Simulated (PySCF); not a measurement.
## Cl³⁺ (chlorine, charge +3) across methods

[Ne] 3s2 3p2, high-spin 3P determinant. All numbers are calculated (PySCF 2.14, scalar relativity by spin-free X2C-1e, in aug-cc-pVDZ-DK (5s4p2d, 27 functions)). The B2PLYP total includes its PT2 part (frozen core); its orbital energies are those of the SCF part.

| method | E (hartree) | mean ε 3s α (eV) | mean ε 3s β (eV) | mean ε 3p α (eV) | Σ⟨r²⟩ (bohr²) | ⟨S²⟩ |
| --- | --- | --- | --- | --- | --- | --- |
| M06 | -458.7420 | -62.278 | -58.670 | -47.608 | 11.43 | 2.001 |
| M06-L | -458.7354 | -60.735 | -57.059 | -46.431 | 11.39 | 2.003 |
| r2SCAN | -458.7110 | -60.961 | -57.141 | -46.882 | 11.51 | 2.004 |
| UHF | -458.18669 | -69.542 | -61.884 | -53.002 | 11.60 | 2.008 |
| MN15 | -458.8036 | -62.672 | -59.242 | -48.989 | 11.44 | 2.001 |
| LDA | -457.2182 | -59.958 | -57.259 | -46.178 | 11.51 | 2.001 |
| PBE0 | -458.6006 | -62.655 | -58.660 | -48.179 | 11.51 | 2.003 |
| PBE | -458.5659 | -60.063 | -57.077 | -46.308 | 11.50 | 2.002 |
| B2PLYP | -458.6311 | -65.138 | -60.040 | -49.885 | 11.54 | 2.004 |
